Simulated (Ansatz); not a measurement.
CH8FNSi2 can be A, `N[SiH](F)C[SiH3]`, or B, `CN([SiH3])[SiH2]F`.

Program: Ansatz. Geometries: PBE0-D4/def2-TZVP. ΔE: electronic, gas phase. CCSD(T)/CBS adds triple-zeta CCSD(T) − MP2 to the extrapolated MP2 energy (def2 sets, frozen cores). Functionals use def2-TZVPP. B3LYP here is the variant with VWN-RPA as its local correlation; programs differ in this. One conformer a species, not always the lowest.

Task: Which isomer does CCSD(T)/CBS put lower? Give the gap. (Best estimate.)

Result: The calculation gave: A, by 10.5 kcal/mol.

Task: Give E(B) − E(A) in kcal/mol with CCSD/def2-TZVPP, B3LYP-D4, MP2/def2-TZVPP, PBE0-D4, HF/def2-TZVPP, CCSD(T)/def2-TZVPP, PBE-D4. (Estimate.)

Result: Computed: CCSD/def2-TZVPP 9.7, B3LYP-D4 9.5, MP2/def2-TZVPP 10.1, PBE0-D4 11.8, HF/def2-TZVPP 7.5, CCSD(T)/def2-TZVPP 9.8, PBE-D4 11.8. None reverses the order clearly.

Largest T1 diagnostic: 0.011.

In def2-TZVPP, CCSD(T) changes the Hartree–Fock value by +2.3 kcal/mol (the triples alone add +0.1 kcal/mol) and MP2 by +2.6 kcal/mol.
